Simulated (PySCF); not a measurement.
**YbS at ωB97X**

Computed with ωB97X; PySCF, spin-free X2C with a Gaussian nucleus, basis sets Yb x2c-SVPall, S x2c-SVPall.

```json
{
  "state": "singlet, about 13.9 electrons in the 4f shell (Mulliken)",
  "bond length": "0.2333 nm",
  "harmonic wavenumber": "410 cm⁻¹",
  "force constant": "2.67 mdyn/Å",
  "rotational constant Be": "0.1147 cm⁻¹",
  "anharmonicity ωexe": "1.01 cm⁻¹",
  "vibration–rotation constant αe": "0.000361 cm⁻¹",
  "well depth De to Yb (4f14 6s2) + S": "2.88 eV",
  "dissociation energy D0": "2.86 eV",
  "HOMO–LUMO gap": "6.36 eV",
  "bond order (Mayer)": "2.28",
  "dipole moment (positive dipole means Yb(−)S(+))": "-9.69 D"
}
```

Spin–orbit coupling is left out, which matters for elements this heavy, above all for dissociation energies.
